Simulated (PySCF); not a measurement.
## HTaO₂ + F₂ → TaO₂F + HF

Level: PBE0 in the def2-TZVP basis family, computed in PySCF with density fitting; scalar-relativistic core potentials for atoms from Rb on, none lighter, no spin–orbit coupling; open shells unrestricted.

| species | state and structure | ZPE (kJ/mol) | H(298 K) − H(0) (kJ/mol) | S° (J/(mol K)) |
| --- | --- | --- | --- | --- |
| HTaO₂ | singlet, Cs, Ta–H 1.779 Å, Ta–O 1.722 Å (×2); H–Ta–O 101.4° (×2), O–Ta–O 105.8° | 31.9 | 12.1 | 285.1 |
| F₂ | singlet, D∞h, F–F 1.376 Å | 6.6 | 8.7 | 201.9 |
| TaO₂F | singlet, Cs, Ta–F 1.891 Å, Ta–O 1.728 Å (×2); F–Ta–O 109.8° (×2), O–Ta–O 106.7° | 20.2 | 14.3 | 307.7 |
| HF | singlet, C∞v, H–F 0.920 Å | 24.9 | 8.7 | 173.6 |

Task: Is the gas-phase reaction uphill or downhill in electronic energy at this level, and by how much?

Result: At PBE0/def2-TZVP, ΔE = -683.0 kJ/mol, downhill. 

Task: Add zero-point, thermal and entropy terms for 298.15 K and 1 bar.

Result: ΔZPE = 6.6 and Δ[H(298) − H(0)] = 2.2 kJ/mol give ΔH° = -674.2 kJ/mol. ΔS° = -5.7 J/(mol K), so ΔG° = -674.2 − 298.15 × (-0.0057) = -673 kJ/mol.

Spin–orbit coupling can matter for HTaO₂, TaO₂F and is left out. Each species is the lowest minimum found with this bonding; other isomers or fragments can lie lower.
